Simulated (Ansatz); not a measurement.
Born–Oppenheimer molecular dynamics of BrGaH4 (6 atoms, charge 0, multiplicity 1). It starts at the highest image of a converged band, a first-order saddle point between two minima.

The calculation used RHF/def2-SVP in Ansatz.

```json
{"ensemble": "NVE (velocity Verlet)", "time step": "0.5 fs", "steps asked": "200", "starting velocities drawn for": "100 K", "seed": "8330"}
```

First frame:

```xyz
6
Properties=species:S:1:pos:R:3
Ga 0.008 -0.086 -0.018
H 0.016 0.040 1.678
H 1.423 0.143 -0.618
H -1.425 0.065 -0.597
Br 0.086 -2.624 1.090
H 0.049 -1.082 1.680
```

How far do the bonds stretch over the last three quarters of this one trajectory? (Pairs bonded in most of those frames.)


```csv
bond,mean (Å),spread (Å),shortest,longest
Ga1–H3,1.566,0.023,1.53,1.60
Ga1–H4,1.564,0.010,1.55,1.58
Ga1–Br5,2.305,0.206,2.04,2.70
H2–H6,0.753,0.047,0.69,0.82
```

Mean temperature of the second half: 2853 K. The conserved energy stayed within 0.48 meV per atom of its start (net change -0.021 meV per atom), so the integration is sound. The kinetic energy rose, since the run started high on the potential surface and went downhill. It ends in pieces (BrGaH2 + H2), so much of that is their flight and rotation, not heat. A run of 0.1 ps of so small a system gives no equilibrium averages. The orbitals stay closed-shell, which can raise the energy where a bond breaks towards radicals; this wasn't checked here.

The run took 4.7 min on 1 thread of Arm Neoverse V2, on a shared host, peak memory 0.19 GiB.
